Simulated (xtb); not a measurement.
F$_{6}$S, charge -1, doublet, from a rough starting geometry (a state made from the parent by changing its charge; the spin is typed, not shown lowest); GFN2-xTB in xtb.

The xtb input:
```
$ xtb mol.xyz --gfn 2 --chrg -1 --uhf 1 --opt vtight --json

# file mol.xyz
7

F      0.66612870    -0.49607460    -1.42786908
S     -0.02883086    -0.04074888     0.02422270
F      1.33254880    -0.55036275     0.69648082
F     -0.69349291    -1.39260921     0.18523226
F     -1.31699341     0.57080021    -0.69367260
F      0.66267788     1.40263927    -0.15139068
F     -0.66116420     0.48223355     1.36157672
```

Task: Predict the main parts of the log of this xtb run.

Result: 
```
   ID    Z sym.   atoms
    1    9 F      1, 3-7
    2   16 S      2

           -------------------------------------------------
          |                Calculation Setup                |
           -------------------------------------------------

           -------------------------------------------------
          |                 G F N 2 - x T B                 |
           -------------------------------------------------

          ...................................................
          :                      SETUP                      :
          :.................................................:
          :  # basis functions                  34          :
          :  # atomic orbitals                  33          :
          :  # shells                           15          :
          :  # electrons                        49          :
          :  max. iterations                   250          :
          :  Hamiltonian                  GFN2-xTB          :
          :  restarted?                      false          :
          :  GBSA solvation                  false          :
          :  PC potential                    false          :
          :  electronic temp.          300.0000000     K    :
          :  accuracy                    1.0000000          :
          :  -> integral cutoff          0.2500000E+02      :
          :  -> integral neglect         0.1000000E-07      :
          :  -> SCF convergence          0.1000000E-05 Eh   :
          :  -> wf. convergence          0.1000000E-03 e    :
          :  Broyden damping             0.4000000          :
          :  net charge                         -1          :
          :  unpaired electrons                  1          :
          ...................................................

 iter      E             dE          RMSdq      gap      omega  full diag
   1    -31.9249201 -0.319249E+02  0.944E+00    8.58       0.0  T
   2    -31.9358569 -0.109367E-01  0.588E+00    8.97       1.0  T
   3    -31.9606564 -0.247995E-01  0.143E+00   10.48       1.0  T
   4    -31.9635958 -0.293938E-02  0.995E-01   10.68       1.0  T
   5    -31.9656825 -0.208668E-02  0.309E-01   10.75       1.0  T
   6    -31.9659651 -0.282654E-03  0.421E-02   10.77       1.0  T
   7    -31.9659647  0.406277E-06  0.200E-02   10.76       1.9  T
   8    -31.9659654 -0.677187E-06  0.386E-03   10.76       9.8  T
   9    -31.9659654 -0.190904E-07  0.526E-04   10.76      71.9  T
  10    -31.9659654 -0.411930E-09  0.181E-04   10.76     208.3  T

   *** convergence criteria satisfied after 10 iterations ***

         :::::::::::::::::::::::::::::::::::::::::::::::::::::
         ::                     SUMMARY                     ::
         :::::::::::::::::::::::::::::::::::::::::::::::::::::
         :: total energy             -31.936735374009 Eh    ::
         :: gradient norm              0.343924941327 Eh/a0 ::
         :: HOMO-LUMO gap             10.763046096237 eV    ::
         ::.................................................::
         :: SCC energy               -31.965964914234 Eh    ::
         :: -> isotropic ES            0.042436612308 Eh    ::
         :: -> anisotropic ES         -0.030697646606 Eh    ::
         :: -> anisotropic XC         -0.022486856184 Eh    ::
         :: -> dispersion             -0.005059982852 Eh    ::
         :: repulsion energy           0.029229540225 Eh    ::
         :: add. restraining           0.000000000000 Eh    ::
         :: total charge              -1.000000000000 e     ::
         :::::::::::::::::::::::::::::::::::::::::::::::::::::

      -----------------------------------------------------------
     |                   =====================                   |
     |                        A N C O P T                        |
     |                   =====================                   |
     |               Approximate Normal Coordinate               |
[...]
 * total energy  :   -32.0556551 Eh     change       -0.8916803E-03 Eh
 * total energy  :   -32.0559647 Eh     change       -0.3096237E-03 Eh
 * total energy  :   -32.0563776 Eh     change       -0.4129166E-03 Eh
 * total energy  :   -32.0565896 Eh     change       -0.2119720E-03 Eh
 * total energy  :   -32.0566442 Eh     change       -0.5454843E-04 Eh
 * total energy  :   -32.0566544 Eh     change       -0.1022736E-04 Eh
 * total energy  :   -32.0566630 Eh     change       -0.8577087E-05 Eh
 * total energy  :   -32.0566702 Eh     change       -0.7258986E-05 Eh
 * total energy  :   -32.0566726 Eh     change       -0.2362021E-05 Eh
 * total energy  :   -32.0566729 Eh     change       -0.3259114E-06 Eh
 * total energy  :   -32.0566735 Eh     change       -0.5651302E-06 Eh
 * total energy  :   -32.0566735 Eh     change       -0.8027418E-07 Eh
   *** GEOMETRY OPTIMIZATION CONVERGED AFTER 16 ITERATIONS ***
         :: total energy             -32.056673546957 Eh    ::
[...]
        14        2.0000           -0.3365203              -9.1572
        15        2.0000           -0.3364956              -9.1565
        16        2.0000           -0.3323885              -9.0448
        17        2.0000           -0.3323805              -9.0445
        18        2.0000           -0.3323644              -9.0441
        19        2.0000           -0.3292017              -8.9580
        20        2.0000           -0.3291965              -8.9579
        21        2.0000           -0.3291887              -8.9577
        22        2.0000           -0.3281786              -8.9302
        23        2.0000           -0.3281747              -8.9301
        24        2.0000           -0.3281584              -8.9296
        25        1.0000           -0.2281331              -6.2078 (HOMO)
        26                          0.1806424               4.9155 (LUMO)
        27                          0.1807728               4.9191
        28                          0.1808596               4.9214
        29                          0.2019585               5.4956
        30                          0.2019887               5.4964
        31                          0.2020145               5.4971
        32                          0.8548822              23.2625
        33                          0.8551750              23.2705
      -------------------------------------------------------------
                  HL-Gap            0.4087755 Eh           11.1233 eV
             Fermi-level           -0.1509455 Eh           -4.1074 eV

     #   Z          covCN         q      C6AA      α(0)
     1   9 F        0.776    -0.546    15.509     4.652
     2  16 S        4.653     2.277    76.852    14.755
     3   9 F        0.776    -0.546    15.510     4.652
     4   9 F        0.776    -0.546    15.508     4.652
     5   9 F        0.776    -0.546    15.509     4.652
     6   9 F        0.776    -0.546    15.509     4.652
     7   9 F        0.776    -0.546    15.510     4.652

 Mol. C6AA /au·bohr⁶  :       1025.876848
 Mol. C8AA /au·bohr⁸  :      24630.679850
 Mol. α(0) /au        :         42.665286

Wiberg/Mayer (AO) data.
largest (>0.10) Wiberg bond orders for each atom

 ---------------------------------------------------------------------------
     #   Z sym  total        # sym  WBO       # sym  WBO       # sym  WBO
 ---------------------------------------------------------------------------
     1   9 F    0.745 --     2 S    0.528
     2  16 S    3.167 --     4 F    0.528     1 F    0.528     3 F    0.528
                             5 F    0.528     6 F    0.528     7 F    0.528
     3   9 F    0.745 --     2 S    0.528
     4   9 F    0.745 --     2 S    0.528
     5   9 F    0.745 --     2 S    0.528
     6   9 F    0.745 --     2 S    0.528
     7   9 F    0.745 --     2 S    0.528
 ---------------------------------------------------------------------------

Topologies differ in total number of bonds
Writing topology from bond orders to xtbtopo.mol

molecular dipole:
                 x           y           z       tot (Debye)
 q only:        0.011       0.006       0.001
   full:        0.012       0.005       0.001       0.033
molecular quadrupole (traceless):
                xx          xy          yy          xz          yz          zz
 q only:       -0.000      -0.002       0.006      -0.001       0.001      -0.006
  q+dip:       -0.000      -0.002       0.007      -0.001       0.001      -0.006
   full:       -0.000      -0.002       0.007      -0.001       0.001      -0.006

optimized geometry written to: xtbopt.xyz

           -------------------------------------------------
          | TOTAL ENERGY              -32.056673546957 Eh   |
          | GRADIENT NORM               0.000168374062 Eh/α |
          | HOMO-LUMO GAP              11.123346207133 eV   |
           -------------------------------------------------

normal termination of xtb
```
